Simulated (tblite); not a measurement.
C5H9NOSi2.
Z-matrix (Å and degrees, GFN2-xTB geometry), rows numbered from 1:
```
O 
C   1  1.2134
N   2  1.3346  1  124.05
C   3  1.4014  2  121.97  1    -0.03
C   4  1.3339  3  118.49  2  -179.94
Si  5  1.8722  4  125.51  3  -179.98
C   6  1.8719  5  109.18  4     0.02
C   7  1.3303  6  124.55  5    -0.04
Si  8  1.8933  7  128.02  6     0.00
H   2  1.1023  1  121.94  3   179.95
H   3  1.0131  2  120.29  1   179.99
H   5  1.0891  4  117.98  3     0.00
H   6  1.4741  5  108.96  4  -121.16
H   6  1.4743  5  108.94  4   121.18
H   7  1.0869  6  116.24  5   179.97
H   8  1.0870  7  117.98  6  -179.98
H   9  1.4652  4  111.22  3   -67.78
H   9  1.4652  4  111.21  3    67.71
```

All values are computed: GFN2-xTB (tblite) harmonic vibrations without scaling, gas phase. This tight-binding method is rough: wavenumbers can miss measured ones by several per cent, in bad cases by 10 to 20. Modes of hydrogen on silicon can be 10 to 20 % off. One conformer, not necessarily the lowest.

Harmonic wavenumbers (cm⁻¹): 39.4, 125.2, 156.7, 165.4, 234.6, 265.8, 277.9, 305.9, 370.4, 390.7, 482.0, 496.0, 520.9, 557.4, 565.5, 634.1, 639.6, 657.4, 671.8, 726.9, 744.1, 771.7, 785.6, 794.2, 806.7, 827.1, 883.4, 918.0, 973.8, 1097.7, 1178.7, 1183.6, 1280.9, 1340.8, 1361.7, 1411.8, 1630.5, 1642.9, 1713.6, 2152.5, 2171.6, 2228.3, 2246.3, 2819.3, 2955.5, 2969.4, 2991.2, 3363.4.

A = 2326, B = 847.6, C = 630.7 MHz; mass 155.022 u (most abundant isotopes); point group Cs, symmetry number 1.

**Question.** Zero-point energy?

**Answer.** ½Σν̃ = 26764 cm⁻¹ = 320.17 kJ/mol.

**Question.** Entropy at 500 K, 1 bar (ideal gas, RRHO, classical rotation)?

**Answer.** Translation 182.50, rotation 131.71, vibration 214.57: S = 528.8 J/(mol K).

**Question.** And Cp and H(500 K) − H(0)?

**Answer.** Cp = 254.80 J/(mol K), of which vibrations give 221.55 (their classical limit is 48 R = 399.1); H(500 K) − H(0) = 74.60 kJ/mol without the zero-point energy, 57.97 from vibrations.

**Question.** How do the functions run with temperature in this model?

**Answer.** 
| T (K) | S (J/(mol K)) | Cp (J/(mol K)) | H − H(0) (kJ/mol) | G − H(0) (kJ/mol) | ln q(vib) |
| --- | --- | --- | --- | --- | --- |
| 150 | 323.1 | 100.0 | 9.32 | -39.15 | 2.41 |
| 250 | 387.2 | 155.2 | 22.11 | -74.70 | 4.92 |
| 298.15 | 416.7 | 179.2 | 30.17 | -94.06 | 6.22 |
| 400 | 475.6 | 222.0 | 50.69 | -139.53 | 9.06 |
| 600 | 577.6 | 280.9 | 101.43 | -245.14 | 14.62 |
| 900 | 702.6 | 334.0 | 194.41 | -437.90 | 22.38 |

q(vib) and H(0) count from the zero-point level.

**Question.** Blend soft modes into free rotors: weight 1/[1 + (100 cm⁻¹/ν̃)⁴] for the oscillator and the rest for a rotor with moment μB/(μ + B), μ = h/(8π²ν), B = 10⁻⁴⁴ kg m². What vibrational entropy results?

**Answer.** 204.51 J/(mol K) in place of 214.57, which changes −T·S at 500 K by +5.03 kJ/mol.

**Question.** What must be added to the electronic energy to get the Gibbs energy at 500 K and 1 bar?

**Answer.** ZPE + [H(500 K) − H(0)] − T·S = 320.17 + 74.60 − 264.39 = 130.38 kJ/mol.

**Question.** Which modes carry the vibrational entropy at 500 K?

**Answer.** 39.4 cm⁻¹: 26.42; 125.2 cm⁻¹: 16.85; 156.7 cm⁻¹: 15.01; 165.4 cm⁻¹: 14.57; 234.6 cm⁻¹: 11.74; 265.8 cm⁻¹: 10.74 J/(mol K); the other 42 give 119.25 together.

Hindered rotation and anharmonicity are outside this model. Other conformers, if any are populated, would add a mixing term that is left out.

Time: 1.5 s. Hardware: Arm Neoverse N1, one thread, shared host with 64 logical CPUs at a one-minute load of 55. This covers the Hessian and the dipole derivatives.
